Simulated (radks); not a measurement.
Results of a calculation; reference values are marked as such.
Spin polarisation of the 2p3 shell in N. Start: [He] 2s2 2p(up 1.5, down 1.5); electrons of 2p are moved from spin down to spin up, other shells keep equal spins. Level of theory: non-relativistic Kohn-Sham, PBEsol, spin-polarised, spherical densities, point nucleus (a radial shooting solver on a logarithmic mesh with Libxc functionals).

| moment (Bohr magnetons) | E - E(0) (eV) | e(2p up) (eV) | e(2p down) (eV) | 2s down minus up (eV) |
|---|---|---|---|---|
| 0 | 0.000 | -7.041 | -7.041 | 0.000 |
| 0.75 | -0.198 | -7.518 | -6.460 | 1.121 |
| 1.5 | -0.794 | -7.890 | -5.768 | 2.255 |
| 2.25 | -1.790 | -8.145 | -4.957 | 3.405 |
| 3 | -3.185 | -8.261 | -4.003 | 4.571 |

At moment 3 the spin-polarisation energy is -3.185 eV and the 2p exchange splitting 4.258 eV, that is 1.419 eV per Bohr magneton; E = -I m^2/4 would give I = 1.416 eV.
